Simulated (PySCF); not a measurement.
# How the method changes the shape and vibrations of AlBHO2 anion

These are calculations, not measurements. They come from PySCF 2.14.0, an open-source quantum chemistry program, on an isolated molecule that a program drew, which may never have been made. The molecule is AlBHO2 anion (charge -1, singlet), drawn as the SMILES string `O=[B][AlH][O-]`.

The geometry was optimised and harmonic frequencies were computed with HF and MP2, all in the aug-cc-pV(D+d)Z basis, for the commonest isotopes, with a restricted reference for singlets and an unrestricted one otherwise, and a frozen core in MP2. Each result is a local minimum of its method.

Geometry at the HF minimum:
```xyz
5
AlBHO2 anion, angstrom
O    -1.0106    1.5455    1.9278
B    -0.5419    2.6111    1.6217
Al    0.3005    4.5537    1.0183
O     1.0656    5.5154    2.0612
H    -0.0058    4.7512   -0.5536
```

Lengths of the bonds as drawn, in Å (atoms numbered as above):
```
bond,HF,MP2
O1-B2,1.204,1.240
B2-Al3,2.202,2.186
Al3-O4,1.612,1.670
Al3-H5,1.614,1.617
```

Rotational constants, in GHz:
| constant | HF | MP2 |
|---|---|---|
| A | 27.16 | 25.36 |
| B | 2.525 | 2.488 |
| C | 2.31 | 2.266 |

Harmonic frequencies in cm^-1, each column in rising order, so a row needn't be the same motion in every method:
| rank | HF | MP2 |
|---|---|---|
| 1 | 152 | 133 |
| 2 | 275 | 247 |
| 3 | 357 | 333 |
| 4 | 433 | 411 |
| 5 | 535 | 482 |
| 6 | 744 | ? |
| 7 | 1068 | 916 |
| 8 | 1826 | 1787 |
| 9 | 1996 | 1793 |

**Estimate the missing MP2 frequency from the HF column.**

A single factor s that minimises the squared misfit of MP2 against s times HF over the other rows is sum(HF x MP2) / sum(HF^2) = 0.9240, with an rms misfit of 47 cm^-1. For rank 6 it gives 0.9240 x 744 = 687 cm^-1. The calculation gives 696 cm^-1, 9 cm^-1 above the estimate. The drawn bonds are on average 1.5 % longer in MP2 than in HF.
